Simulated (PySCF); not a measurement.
Molecule: CH$_{5}$GeO$_{3}$ (charge -1, singlet). It need not be the lowest isomer of its formula. Whether it binds its extra electron was not tested at this geometry. SMILES: [CH3][Ge]([O-])([OH])[OH]
Structure (B3LYP-D3(BJ)/def2-TZVP (Ansatz) minimum search):
```xyz
10

C      1.8920    -0.3315    -0.1891
Ge    -0.0651    -0.0654    -0.0745
O     -1.1712    -0.8950    -1.0435
O     -0.1931     1.7640    -0.2822
O     -0.3634    -0.3523     1.7241
H      2.2436    -0.0825    -1.1912
H      2.3909     0.3148     0.5350
H      2.1399    -1.3708     0.0302
H     -1.0034     1.8813    -0.7905
H     -1.2187    -0.7955     1.7472
```
Charge -1, spin multiplicity 1.

Dispersion corrections to the total energy (kcal/mol) from the dftd3 and dftd4 libraries through PySCF: D3(BJ) without and D4 with the three-body term, each with the damping fitted for the functional named.

```
functional  D3(BJ)      D4
----------  ------  ------
r2SCAN       -1.17   -1.27
revPBE      -10.14  -15.16
BP86         -6.87   -6.90
LC-wPBE          …   -5.72
CAM-B3LYP    -3.39       …
TPSSh            …   -6.28
B2PLYP       -3.55   -3.59
```

Question: Complete the blanks.

Answer: 
- LC-wPBE, D3(BJ): -4.03
- CAM-B3LYP, D4: -4.40
- TPSSh, D3(BJ): -4.87
